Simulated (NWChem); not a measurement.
Molecule: BSiH4O2F; SMILES OB(F)O[SiH3]

```xyz
9

B      0.0291     0.9609     0.1119
F      0.7032     2.0606     0.4540
O     -1.1765     1.0684    -0.5000
H     -1.4478     1.9813    -0.6377
O      0.5674    -0.2453     0.3851
Si    -0.0096    -1.7926     0.0923
H     -1.3017    -2.0054     0.8053
H      1.0184    -2.7323     0.6144
H     -0.1962    -2.0056    -1.3717
```
Atoms are numbered in this order, from 1.

Results from NWChem. Pople sets run with spherical d functions. Structure relaxed at the PBE0/def2-SVP level. Atomic charges in e: unrestrained fits to the electrostatic potential beside Mulliken populations; buried atoms are poorly determined by the fit.

For level Hartree-Fock/6-31G*:

| Quantity | Result |
|---|---|
| ESP B1 | 1.06 |
| Mulliken B1 | 0.99 |
| Mulliken F2 | -0.41 |
| ESP O3 | -0.77 |
| Mulliken O3 | -0.76 |
| ESP O5 | -0.64 |
| Mulliken O5 | -0.76 |
| ESP Si6 | 0.81 |
| Mulliken Si6 | 0.92 |

Question: What are these values for level B3LYP/def2-SVP?

Answer: 
| Property | Value |
|---|---|
| ESP B1 | 0.88 |
| Mulliken B1 | 0.12 |
| Mulliken F2 | -0.13 |
| ESP O3 | -0.66 |
| Mulliken O3 | -0.16 |
| ESP O5 | -0.53 |
| Mulliken O5 | -0.32 |
| ESP Si6 | 0.68 |
| Mulliken Si6 | 0.62 |
